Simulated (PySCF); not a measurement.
**Ionisation energy of Br by level of theory**

Br [Ar] 3d10 4s2 4p5 (2P) → Br+ [Ar] 3d10 4s2 4p4 (3P), as a difference of total energies. Computed with PySCF 2.14 in cc-pVDZ-PP with ECP10MDF (4s3p2d, 23 functions), with scalar relativity through the core potential. Correlated levels: valence: 3s2 3p6 3d10 frozen. The calculations carry no spin-orbit coupling.

| method | ionisation energy (eV) |
| --- | --- |
| UHF | 10.750 |
| M06-2X | 11.659 |
| B3LYP | 11.868 |
| MP2 (valence) | 11.300 |
| SCS-MP2 (valence) | 11.275 |
| CCSD (valence) | 11.261 |
| CCSD(T) (valence) | 11.263 |

Problem. How much does correlation contribute at CCSD(T) (valence)?

Solution. 11.263 − (10.750) = 0.513 eV, measured against UHF.

Errors of the correlated levels include the incompleteness of this basis and the frozen core.

For comparison: 11.844 eV (measured; NIST levels, between the centres of gravity of the two terms).
